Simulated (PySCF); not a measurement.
## Bond length, frequency and bond energy of SrCl⁺ by level of theory

State: ¹Σ⁺ (singlet), closed shell. Set-up: Sr def2-SVP with ECP28, Cl def2-SVP; scalar-relativistic core potentials (PySCF 2.14). De refers to Sr⁺ + Cl in their high-spin ground configurations, without counterpoise correction. A positive dipole points towards Cl; it is taken about the centre of mass and depends on that origin.

```json
{"Level": "RHF", "Re (Å)": "2.550", "ωe (cm⁻¹)": "361", "De (eV)": "3.11", "μ (D)": "-10.98", "CPU s a point (SCF and correlation, without the integrals)": "0.025"}
{"Level": "RHF-MP2", "Re (Å)": "2.524", "ωe (cm⁻¹)": "368", "De (eV)": "3.88", "μ (D)": "n/a", "CPU s a point (SCF and correlation, without the integrals)": "0.041"}
{"Level": "RHF-SCS-MP2", "Re (Å)": "2.528", "ωe (cm⁻¹)": "367", "De (eV)": "3.82", "μ (D)": "n/a", "CPU s a point (SCF and correlation, without the integrals)": "n/a"}
{"Level": "RHF-CCSD", "Re (Å)": "2.528", "ωe (cm⁻¹)": "367", "De (eV)": "3.71", "μ (D)": "n/a", "CPU s a point (SCF and correlation, without the integrals)": "n/a"}
{"Level": "RHF-CCSD(T)", "Re (Å)": "2.529", "ωe (cm⁻¹)": "366", "De (eV)": "3.77", "μ (D)": "n/a", "CPU s a point (SCF and correlation, without the integrals)": "0.49"}
{"Level": "PBE", "Re (Å)": "2.501", "ωe (cm⁻¹)": "365", "De (eV)": "4.50", "μ (D)": "-8.80", "CPU s a point (SCF and correlation, without the integrals)": "0.37"}
{"Level": "r²SCAN", "Re (Å)": "2.508", "ωe (cm⁻¹)": "369", "De (eV)": "4.53", "μ (D)": "-9.47", "CPU s a point (SCF and correlation, without the integrals)": "0.53"}
{"Level": "r²SCANh", "Re (Å)": "2.507", "ωe (cm⁻¹)": "370", "De (eV)": "4.46", "μ (D)": "-9.61", "CPU s a point (SCF and correlation, without the integrals)": "0.54"}
{"Level": "PBE0", "Re (Å)": "2.499", "ωe (cm⁻¹)": "372", "De (eV)": "4.37", "μ (D)": "-9.42", "CPU s a point (SCF and correlation, without the integrals)": "0.6"}
{"Level": "BHandHLYP", "Re (Å)": "2.510", "ωe (cm⁻¹)": "371", "De (eV)": "4.05", "μ (D)": "-9.88", "CPU s a point (SCF and correlation, without the integrals)": "0.29"}
{"Level": "M06-2X", "Re (Å)": "2.509", "ωe (cm⁻¹)": "371", "De (eV)": "4.39", "μ (D)": "-9.79", "CPU s a point (SCF and correlation, without the integrals)": "0.56"}
```

Task: Which functional lies closest to RHF-CCSD(T) in De, which farthest, and by how much do they differ from it?

Result: Closest is BHandHLYP (-1.9 pm in Re, +1.4 % in ωe, +0.28 eV in De against RHF-CCSD(T) in the same basis), farthest r²SCAN (-2.1 pm in Re, +0.8 % in ωe, +0.76 eV in De). CCSD(T) converges more slowly with the basis than the functionals do and binds too weakly in this one, so the order can change at the basis-set limit.

Task: What does a quarter of exact exchange do here, going from PBE to PBE0?

Result: PBE0 less PBE: -0.2 pm in Re, +1.9 % in ωe, -0.13 eV in De. Exact exchange removes part of the self-interaction that spreads semilocal densities, and in most molecules shortens and stiffens the bond and lowers De; so it does here.

Task: What does second-order correlation do here, going from RHF to RHF-MP2?

Result: RHF-MP2 less RHF: -2.6 pm in Re, +1.9 % in ωe, +0.77 eV in De. Correlation nearly always deepens the well. The bond shortens, as in weak, metallic or heavy-atom bonds, where dispersion and the correlation of outer-core electrons pull the atoms together.

Correlated steps freeze 5 core orbitals. Correlated levels converge slowly with the basis: in double zeta they bind strong bonds too weakly, by up to about 1 eV, and carry superposition errors of some tenths. For an ion De counts to the pair picked by the measured ionisation energies or electron affinities, which need not be the lowest pair at this level. Where the molecule has an RHF reference, its open-shell atoms are computed with UHF.

The whole job (state search and all levels along the bond) took about 0.85 min on 1 thread of Arm Neoverse V2 (shared host), peak memory 0.46 GiB.
